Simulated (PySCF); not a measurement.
Structure problem from calculated spectra and properties.

Formula: C3H7F3OSi.

| Item | Value |
| --- | --- |
| Polarisability | 69.5 au [wB97X-D/def2-SVPD] |
| 1H NMR | chemical shifts (computed TMS as zero) by class: 4.60 (2 H), 3.95 (2 H), 1.33 (3 H) ppm [GIAO KT3/pcSseg-1] |
| Dipole | 2.25 D [wB97X-D/def2-SVPD] |
| Rotational structure | rotational constants A, B, C: 3.126, 0.912, 0.838 GHz [PBE0-D3(BJ)/def2-SVP] |
| UV, first state | lowest singlet excitation: 7.41 eV (167 nm, f = 0.001) [TDDFT wB97X-D/def2-SVPD] |
| Triplet | lowest triplet excitation (Tamm–Dancoff): 7.10 eV [TDA wB97X-D/def2-SVPD] |
| 13C NMR | chemical shifts (computed TMS as zero) by class: 130.5 (1 C), 65.2 (1 C), 20.2 (1 C) ppm [GIAO KT3/pcSseg-1] |
| Valence photoelectron | vertical ionisation energy: 10.69 eV [ΔSCF wB97X-D/def2-SVPD] |

Electronic properties: PySCF, gas phase, density fitting. Levels stand in brackets. One conformer (not necessarily the lowest) at the PBE0-D3(BJ)/def2-SVP geometry, without solvent, vibrations or thermal averaging. NMR classes are plain means over equivalent atoms (diastereotopic ones count apart unless rotation or inversion swaps them), as if these changed places fast.

Task: What is the compound? Reason from the data.

Result: Numbering: `[CH3:1][CH2:2][O:3][SiH2:4][C:5]([F:6])([F:7])[F:8]`. Its formula, C3H7F3OSi, gives 0 degrees of unsaturation, so no ring and no π bond. 3 carbons fall into 3 classes; from least to most shielded: CF3 carbon [C5] (130.5 ppm), sp3 carbon bound to oxygen [C2] (65.2 ppm), methyl carbon [C1] (20.2 ppm). Hydrogen classes from least to most shielded: 2 H on an oxygen-bound silicon, Si4 (4.60 ppm), 2 H on an sp3 carbon bound to oxygen, C2 (3.95 ppm), 3 H on a methyl carbon, C1 (1.33 ppm). The first electron is taken from the HOMO, whose largest Löwdin shares are 0.44 on the silyl ether oxygen, 0.13 on the sp3 carbon bound to oxygen, 0.09 on the oxygen-bound silicon and 0.07 on the CF3 carbon. The optimised geometry has point group C1 and is an asymmetric top. Structure: `CCO[SiH2]C(F)(F)F`. Computed isomers that give other values at the same levels: `C[C@@H](O[SiH3])C(F)(F)F` (13C chemical shifts (computed TMS as zero) by class: 128.1 (1 C), 74.1 (1 C), 18.2 (1 C) ppm); `FC(F)(F)CCO[SiH3]` (13C chemical shifts (computed TMS as zero) by class: 128.0 (1 C), 63.1 (1 C), 39.1 (1 C) ppm); `CO[SiH2]CC(F)(F)F` (rotational constant A: 4.472 GHz; this holds for the one conformer computed). The assignments are read from this structure; whether some other isomer fits the data as well wasn't checked.

The values belong to the conformer `[CH3:1][CH2:2][O:3][SiH2:4][C:5]([F:6])([F:7])[F:8]`: C1–C2–O3–Si4 179°, C2–O3–Si4–C5 65°, O3–Si4–C5–F6 59°.
